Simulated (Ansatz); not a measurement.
`CO[SiH](F)[SiH3]` + `[OH][GeH3]` → `CO[SiH](F)[O][GeH3]` + SiH₄ at 600 K and 1 bar (cleavage of the Si–Si bond).

Isolated molecules relaxed with PBE0-D4/def2-TZVP in Ansatz; ΔE leaves out vibrations. CCSD(T)/CBS adds triple-zeta CCSD(T) − MP2 to the extrapolated MP2 energy (def2 sets, frozen cores). This one scheme is used for every species. For Ge outer-core shells are correlated without core-valence functions, which leaves a few kJ/mol of doubt a bond. Scalar relativity is left out up to krypton. One conformer a species, not always the lowest.

| species | CCSD(T)/CBS energy (Eh) | H − E (kJ/mol) | S (J/(mol·K)) |
| --- | --- | --- | --- |
| `CO[SiH](F)[SiH3]` | -795.47815 | 280.0 | 488.3 |
| `[OH][GeH3]` | -2153.69723 | 132.5 | 324.6 |
| `CO[SiH](F)[O][GeH3]` | -2657.77092 | 298.4 | 544.8 |
| SiH₄ | -291.46306 | 108.7 | 242.3 |

H − E and S are ideal-gas, rigid-rotor, harmonic terms from PBE0-D4/def2-TZVP, for one conformer and one mirror image of each species. 1 Eh = 2625.50 kJ/mol, R = 8.31446 J/(mol·K).

Problem. By hand: ΔE, ΔH, ΔS and ΔG.

Solution. ΔE = (-2657.77092) + (-291.46306) − (-795.47815) − (-2153.69723) = -0.05860 Eh = -153.9 kJ/mol. Δ(H − E) = 298.4 + 108.7 − 280.0 − 132.5 = -5.4, so ΔH = -159.3 kJ/mol. ΔS = 544.8 + 242.3 − 488.3 − 324.6 = -25.8 J/(mol·K). ΔG = -159.3 − 600 × (-25.8)/1000 = -143.8 kJ/mol.

Problem. By hand: the equilibrium constant, and the temperature at which ΔG would vanish if ΔH and ΔS stayed fixed.

Solution. log₁₀ K = −ΔG/(RT ln 10) = 12.5. ΔG = 0 at ΔH/ΔS = 6174 K, far beyond where these terms or the molecules hold.

ΔH outweighs TΔS. A doubt of 5 kJ/mol in ΔE shifts log₁₀ K by 0.4 here. Other conformers and mirror images would add mixing entropy, several J/(mol·K) or more a flexible species. Modes under 60 cm⁻¹, often nearly free rotors, make the harmonic entropy too high. These are equilibria of isolated gas molecules and say nothing of rates. Largest T1 diagnostic: 0.012 (customary marks: 0.02 for closed shells, 0.045 for open ones).
